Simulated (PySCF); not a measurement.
# Ionisation energy of N²⁺ by level of theory

N²⁺ [He] 2s2 2p1 (2P) → N³⁺ [He] 2s2 (1S), as a difference of total energies. Computed with PySCF 2.14 in x2c-SVPall, with scalar relativity by spin-free X2C-1e. Correlated levels: valence: 1s2 frozen. The calculations carry no spin-orbit coupling.

```csv
method,ionisation energy (eV)
UHF,47.510
M06-L,48.274
TPSS,48.455
MP2 (valence),47.508
SCS-MP2 (valence),47.453
CCSD (valence),47.220
CCSD(T) (valence),47.237
```

Problem. How much does correlation contribute at CCSD(T) (valence)?

Solution. 47.237 − (47.510) = -0.273 eV, measured against UHF.

Errors of the correlated levels include the incompleteness of this basis and the frozen core.

The coupled-cluster amplitudes are large for N³⁺ (T1 above 0.03 or a double amplitude above 0.15), so a single reference is strained.

For comparison: 47.445 eV (semi-empirical (NIST evaluation); NIST Atomic Spectra Database, ionization energies).
